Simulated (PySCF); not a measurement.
Ge(Cl)(OH)2(OMe) (CH5ClGeO3), SMILES [Cl][Ge]([O]C)([OH])[OH].

The structure is a stationary point at PBE-D3(BJ)/def2-SVP. Other conformers were not sampled.

The numbers are results of PySCF with TDDFT-LC-ωPBE/def2-SVPD, not measurements.

Vertical excitations. 

Problem. List the lowest excited states. (The exact figures need the calculation; the answer reports its results.)

Solution. 
```csv
state,energy (eV),λ (nm),f,main pairs
S1,7.12,174,0.007,HOMO→LUMO 72 %
S2,7.56,164,0.024,"HOMO−2→LUMO 69 %, HOMO−2→LUMO+2 16 %"
S3,7.66,162,0.023,"HOMO−3→LUMO 64 %, HOMO−3→LUMO+2 16 %"
S4,7.82,159,0.102,"HOMO−1→LUMO 61 %, HOMO−5→LUMO 10 %"
S5,8.05,154,0.097,HOMO−4→LUMO 64 %
S6,8.40,148,0.034,"HOMO−5→LUMO 55 %, HOMO−1→LUMO 9 %"
S7,9.00,138,0.016,"HOMO→LUMO+2 54 %, HOMO→LUMO+3 23 %"
S8,9.08,137,0.051,"HOMO→LUMO+1 51 %, HOMO−6→LUMO 15 %"
S9,9.18,135,0.072,"HOMO−6→LUMO 32 %, HOMO−7→LUMO 13 %, HOMO→LUMO+1 9 %, HOMO→LUMO+3 7 %"
S10,9.27,134,0.109,"HOMO−7→LUMO 27 %, HOMO−6→LUMO 20 %, HOMO→LUMO+1 6 %"
T1,6.60,188,0,"HOMO→LUMO 64 %, HOMO→LUMO+4 11 %"
T2,6.95,179,0,"HOMO−2→LUMO 63 %, HOMO−2→LUMO+2 19 %"
T3,7.00,177,0,"HOMO−1→LUMO 45 %, HOMO−3→LUMO 11 %, HOMO−3→LUMO+2 8 %"
T4,7.07,175,0,"HOMO−3→LUMO 47 %, HOMO−1→LUMO 13 %, HOMO−3→LUMO+2 11 %"
```
Triplets are in the Tamm–Dancoff approximation, which puts them higher than full response would, so one can lie above its singlet here.
